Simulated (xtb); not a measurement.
C$_{4}$H$_{9}$S, doublet, at a GFN2-xTB geometry; GFN1-xTB with ALPB(cs2) (xtb 6.7.1).

xtb was given this input:
```
$ xtb mol.xyz --gfn 1 --uhf 1 --alpb cs2 --json

# file mol.xyz
14

C     -0.71538146     0.98031295    -1.11870904
C     -0.07272565    -0.12100881    -0.28002528
C      1.21599831    -0.61688840    -0.93010260
C     -1.04783651    -1.27394779    -0.05822117
S      0.35073758     0.58359512     1.35049168
H     -0.97990170     0.58957037    -2.10000213
H     -1.61741266     1.35117624    -0.63687632
H     -0.02730017     1.81269327    -1.24928387
H      1.68594925    -1.38061903    -0.31429069
H      0.99542825    -1.04397665    -1.90710378
H      1.91946493     0.20276865    -1.05917499
H     -1.31992205    -1.71598798    -1.01538196
H     -1.95251605    -0.92104190     0.43205937
H     -0.59591924    -2.04291254     0.56453612
```

Problem. What does xtb print? Leave out banner, timings and long lists.

Solution. 
```
   ID    Z sym.   atoms
    1    6 C      1-4
    2   16 S      5
    3    1 H      6-14

           -------------------------------------------------
          |                Calculation Setup                |
           -------------------------------------------------

           -------------------------------------------------
          |                 G F N 1 - x T B                 |
           -------------------------------------------------

      * Solvation model:               ALPB
        Solvent                        cs2
        Parameter file                 internal GFN1-xTB/ALPB
        Dielectric constant                2.6400E+00
        Reference state                gsolv [1 M gas/solution]
        Free energy shift                  5.5033E-03 Eh       3.4534E+00 kcal/mol
        Temperature                        2.9815E+02 K
        Density                            1.2600E+00 kg/L
        Solvent mass                       7.6140E+01 g/mol
        Interaction kernel             P16
        Born radius scaling (c1)           1.3403E+00
        Born radii integrator          GBOBC
        Born offset                        0.0000E+00 a0       0.0000E+00 AA
        H-bond correction              false
        Ion screening                  false
        Surface tension                    1.0000E-05 Eh       1.5569E+01 dyn/cm
        Grid points                               230 per atom

          ...................................................
          :                      SETUP                      :
          :.................................................:
          :  # basis functions                  44          :
          :  # atomic orbitals                  43          :
          :  # shells                           29          :
          :  # electrons                        31          :
          :  # halogen bonds                     0          :
          :  max. iterations                   250          :
          :  Hamiltonian                  GFN1-xTB          :
          :  restarted?                      false          :
          :  GBSA solvation                   true          :
          :  PC potential                    false          :
          :  electronic temp.          300.0000000     K    :
          :  accuracy                    1.0000000          :
          :  -> integral cutoff          0.2500000E+02      :
          :  -> integral neglect         0.1000000E-07      :
          :  -> SCF convergence          0.1000000E-05 Eh   :
          :  -> wf. convergence          0.2000000E-04 e    :
          :  Broyden damping             0.4000000          :
          :  net charge                          0          :
          :  unpaired electrons                  1          :
          ...................................................

 iter      E             dE          RMSdq      gap      omega  full diag
   1    -17.1257122 -0.171257E+02  0.745E+00    6.29       0.0  T
   2    -17.1498965 -0.241843E-01  0.456E+00    6.19       1.0  T
   3    -17.1485325  0.136398E-02  0.683E-01    6.43       1.0  T
   4    -17.1518766 -0.334411E-02  0.185E-01    6.29       1.0  T
   5    -17.1519888 -0.112130E-03  0.160E-02    6.29       1.7  T
   6    -17.1519905 -0.169343E-05  0.105E-03    6.29      25.5  T
   7    -17.1519905 -0.710694E-08  0.175E-04    6.29     153.0  T
   8    -17.1519905 -0.121229E-09  0.547E-05    6.29     489.0  T

   *** convergence criteria satisfied after 8 iterations ***

         :::::::::::::::::::::::::::::::::::::::::::::::::::::
         ::                     SUMMARY                     ::
         :::::::::::::::::::::::::::::::::::::::::::::::::::::
         :: total energy             -16.961055772530 Eh    ::
         :: total w/o Gsasa/hb       -16.954731164286 Eh    ::
         :: gradient norm              0.017652604181 Eh/a0 ::
         :: HOMO-LUMO gap              6.286515330592 eV    ::
         ::.................................................::
         :: SCC energy               -17.151990478649 Eh    ::
         :: -> electrostatic           0.004349647274 Eh    ::
         :: -> Gsolv                  -0.007066372017 Eh    ::
         ::    -> Gelec               -0.000741763773 Eh    ::
         ::    -> Gsasa               -0.011827917503 Eh    ::
         ::    -> Ghb                  0.000000000000 Eh    ::
         ::    -> Gshift               0.005503309259 Eh    ::
         :: repulsion energy           0.196414798974 Eh    ::
         :: dispersion energy         -0.005480092855 Eh    ::
         :: halogen bond corr.         0.000000000000 Eh    ::
         :: add. restraining           0.000000000000 Eh    ::
         :: total charge               0.000000000000 e     ::
         :::::::::::::::::::::::::::::::::::::::::::::::::::::

           -------------------------------------------------
          |                Property Printout                |
           -------------------------------------------------

    * Orbital Energies and Occupations

         #    Occupation            Energy/Eh            Energy/eV
      -------------------------------------------------------------
         1        2.0000           -0.8494545             -23.1148
       ...           ...                  ...                  ...
         4        2.0000           -0.6403182             -17.4239
         5        2.0000           -0.5910767             -16.0840
         6        2.0000           -0.5608042             -15.2603
         7        2.0000           -0.5490509             -14.9404
         8        2.0000           -0.5490509             -14.9404
         9        2.0000           -0.5203375             -14.1591
        10        2.0000           -0.5203375             -14.1591
        11        2.0000           -0.5054279             -13.7534
        12        2.0000           -0.4853663             -13.2075
        13        2.0000           -0.4853663             -13.2075
        14        2.0000           -0.4631304             -12.6024
        15        1.5000           -0.4017372             -10.9318
        16        1.5000           -0.4017372             -10.9318 (HOMO)
        17                         -0.1707120              -4.6453 (LUMO)
        18                         -0.1296075              -3.5268
        19                         -0.1257609              -3.4221
        20                         -0.1257609              -3.4221
        21                         -0.0869656              -2.3665
        22                         -0.0722280              -1.9654
        23                         -0.0722280              -1.9654
        24                         -0.0519751              -1.4143
        25                         -0.0519751              -1.4143
        26                         -0.0385651              -1.0494
        27                         -0.0280772              -0.7640
       ...                                ...                  ...
        43                          0.4821218              13.1192
      -------------------------------------------------------------
                  HL-Gap            0.2310252 Eh            6.2865 eV
             Fermi-level           -0.3439809 Eh           -9.3602 eV

  Mulliken/CM5 charges         n(s)   n(p)   n(d)
     1C    -0.09771 -0.24386   1.017  3.081  0.000
     2C     0.10511  0.08556   1.090  2.805  0.000
     3C    -0.09771 -0.24386   1.017  3.081  0.000
     4C    -0.09771 -0.24386   1.017  3.081  0.000
     5S    -0.13463 -0.15792   1.966  4.174 -0.005
     6H     0.03544  0.08849   0.965  0.000  0.000
     7H     0.03606  0.08975   0.964  0.000  0.000
     8H     0.03606  0.08975   0.964  0.000  0.000
     9H     0.03606  0.08975   0.964  0.000  0.000
    10H     0.03544  0.08849   0.965  0.000  0.000
    11H     0.03606  0.08975   0.964  0.000  0.000
    12H     0.03544  0.08849   0.965  0.000  0.000
    13H     0.03606  0.08975   0.964  0.000  0.000
    14H     0.03606  0.08975   0.964  0.000  0.000

Wiberg/Mayer (AO) data.
largest (>0.10) Wiberg bond orders for each atom

 ---------------------------------------------------------------------------
     #   Z sym  total        # sym  WBO       # sym  WBO       # sym  WBO
 ---------------------------------------------------------------------------
     1   6 C    3.978 --     2 C    0.991     7 H    0.985     8 H    0.985
                             6 H    0.980
     2   6 C    3.959 --     5 S    0.995     3 C    0.991     4 C    0.991
                             1 C    0.991
     3   6 C    3.978 --     2 C    0.991    11 H    0.985     9 H    0.985
                            10 H    0.980
     4   6 C    3.978 --     2 C    0.991    13 H    0.985    14 H    0.985
                            12 H    0.980
     5  16 S    1.117 --     2 C    0.995
     6   1 H    1.001 --     1 C    0.980
     7   1 H    1.009 --     1 C    0.985
     8   1 H    1.009 --     1 C    0.985
     9   1 H    1.009 --     3 C    0.985
    10   1 H    1.001 --     3 C    0.980
    11   1 H    1.009 --     3 C    0.985
    12   1 H    1.001 --     4 C    0.980
    13   1 H    1.009 --     4 C    0.985
    14   1 H    1.009 --     4 C    0.985
 ---------------------------------------------------------------------------

Topologies differ in total number of bonds
Writing topology from bond orders to xtbtopo.mol

 dipole moment from electron density (au)
     X       Y       Z
  -0.1675  -0.2787  -0.6449  total (Debye):    1.836

           -------------------------------------------------
          | TOTAL ENERGY              -16.961055772530 Eh   |
          | GRADIENT NORM               0.017652604181 Eh/α |
          | HOMO-LUMO GAP               6.286515330592 eV   |
           -------------------------------------------------

normal termination of xtb
```
